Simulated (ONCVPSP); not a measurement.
**Configuration tests for Pr (Z = 59) (ONCV)**

```
Element                 : praseodymium (Pr)
Generator               : ONCVPSP 4.0.1
Type                    : optimised norm-conserving Vanderbilt (ONCV)
Functional              : PBE
Relativity              : scalar-relativistic
Frozen core             : [Kr] 4d10 4f2
Valence charge          : 11
Reference configuration : 5s2 5p6 5d1 6s2
Partial waves           : 5s+6s: rc 2.80 bohr, ncon 3, nbas 6, qcut 3.9 1/bohr, 2 projectors; 5p: rc 2.40 bohr, ncon 4, nbas 8, qcut 5.1 1/bohr, 1 projector; 5d: rc 2.40 bohr, ncon 3, nbas 7, qcut 3.6 1/bohr, 2 projectors, debl 0.6 Ha; f scattering state at 0.06 Ha: rc 2.50 bohr, ncon 4, nbas 8, qcut 4.7 1/bohr, 2 projectors, debl 3.6 Ha
Local potential         : polynomial inside 1.80 bohr (lpopt 4, dvloc0 0 Ha)
Core correction         : Teter function, fcfact 4.75, rcfact 1.3
```

Energies are relative to the spin-unpolarised reference configuration 5s2 5p6 5d1 6s2; without spin polarisation the order of configurations can differ from experiment.

```
valence configuration  charge  ΔE all-electron (eV)  error AE − PS (meV)
      5s2 5p6 5d1 6s1      +1                 6.169                 -1.7
      5s2 5p6 5d1 6s0      +2                17.430                 -5.8
```

Task: What are ΔE and the potential's error for 5s2 5p6 5d0 6s0?

Result: ΔE = 36.786 eV all-electron; the error (AE − PS) is -29 meV.

Task: What are ΔE and the potential's error for 5s2 5p6 5d1 6s0 6p1?

Result: ΔE = 9.307 eV all-electron; the error (AE − PS) is +73 meV.
